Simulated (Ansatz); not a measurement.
C2H9AsIn (SMILES [CH3][In+]([CH3])<-[AsH3]), charge +1, singlet, at a GFN2-xTB geometry (such geometries of metal compounds can be far from the true shape) (all electrons, no relativity); CAM-B3LYP/STO-3G in Ansatz (a program for electronic structure).

The Ansatz input:
Ansatz 0.2 input:
```yaml
crystal:
  periodic: [false, false, false]
  atoms:
    - {symbol: In, position_ang: [0.01448052, 1.00741804, 0.39069057]}
    - {symbol: C, position_ang: [1.76554671, 1.72158091, -0.86427881]}
    - {symbol: H, position_ang: [2.60360748, 1.05978727, -0.64609188]}
    - {symbol: H, position_ang: [1.99109584, 2.75167896, -0.59060182]}
    - {symbol: H, position_ang: [1.46231798, 1.64559351, -1.90833732]}
    - {symbol: C, position_ang: [-1.72780111, 0.72335192, 1.81732863]}
    - {symbol: H, position_ang: [-2.59876180, 0.47184257, 1.21244938]}
    - {symbol: H, position_ang: [-1.88036049, 1.65199332, 2.36603465]}
    - {symbol: H, position_ang: [-1.46126832, -0.09428393, 2.48684828]}
    - {symbol: As, position_ang: [-0.02875578, -1.92117332, -0.74890485]}
    - {symbol: H, position_ang: [0.48887232, -3.07944496, 0.03121213]}
    - {symbol: H, position_ang: [0.67231523, -2.37743087, -1.98069063]}
    - {symbol: H, position_ang: [-1.26489629, -2.66409712, -1.11909996]}
basis:
  gaussian:
    orbitals: STO-3G
hamiltonian:
  xc: cam_b3lyp
total_charge: 1
accuracy: high
```

It wrote (shortened):

```
Functional definition: CAM-B3LYP
1167 factors; integrals over basis functions are off by at most 5.1e-9 eV
345 factors; integrals over basis functions are off by at most 1.3e-9 eV
mean field evaluation 1: about -217040.7794 eV, gradient 2.0e1 eV
mean field evaluation 2: about -217041.5361 eV, gradient 1.5e1 eV
mean field evaluation 4: about -217042.2183 eV, gradient 1.3e-1 eV
mean field evaluation 8: about -217042.1263 eV, gradient 1.5e-3 eV
mean field evaluation 16: about -217042.1263 eV, gradient 2.4e-7 eV
mean field -217042.12625520 eV, -7976.1510234416 hartree, gradient 6.2e-8 eV, S^2 0.000000; 0 other end points of the search recorded, 0 dependent functions left out
reference -217042.12627713 eV, -7976.1510242476 hartree; 51, 51 occupied and 13, 13 virtual orbitals, 1167 factors
Total energy: -217042.12627713 eV, -7976.1510242476 hartree
```
